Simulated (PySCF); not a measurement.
Computed shifts of a molecule C₅H₇F, PBE/pcSseg-1 (PySCF), GIAO, gas phase, atoms alike by connectivity averaged where their shifts nearly agree, in ppm (number of nuclei): ¹³C: 92.9 (1), 82.7 (1), 76.4 (1), 31.6 (1), 22.5 (1). ¹⁹F: -219.6 (1). ¹H: 4.93 (1), 3.19 (1), 2.46 (1), 2.05 (1), 1.71 (3). References: ¹³C against TMS (σ = 182.0 ppm); ¹⁹F against CFCl3 (σ = 133.6 ppm); ¹H against TMS (σ = 31.49 ppm), references at their B3LYP-D3(BJ)/def2-TZVP geometries, non-relativistic. Geometry optimised at PBE0-D3(BJ)/def2-SVP. One conformer was computed; it need not be the lowest.

**Question.** Which molecule gave these data?
A) C[C@@H]1C=C[C@@H]1F
B) C[C@H]1CC=C1F
C) C=C1CC(F)C1
D) C#CC[C@@H](C)F

**Answer.** D, C#CC[C@@H](C)F
